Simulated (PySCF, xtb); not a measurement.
C₂H₅O, SMILES CC[O-], charge -1.

Harmonic wavenumbers (cm⁻¹) from GFN2-xTB in xtb at its own minimum, in rising order: 220, 426, 779, 817, 997, 1137, 1235, 1294, 1341, 1388, 1504, 1509, 1522, 1985, 2240, 2920, 2983, 2993.

Task: What does PBE0-D3(BJ)/def2-SVPD in PySCF give at its own minimum? (The exact figures need the calculation; the answer reports its results.)

Result: 278, 430, 767, 844, 1042, 1155, 1247, 1256, 1305, 1366, 1419, 1436, 1461, 2518, 2587, 2963, 3059, 3087. Paired by order, the mean absolute difference is 88 cm⁻¹ and the zero-point energies are 39.0 and 40.3 kcal/mol.
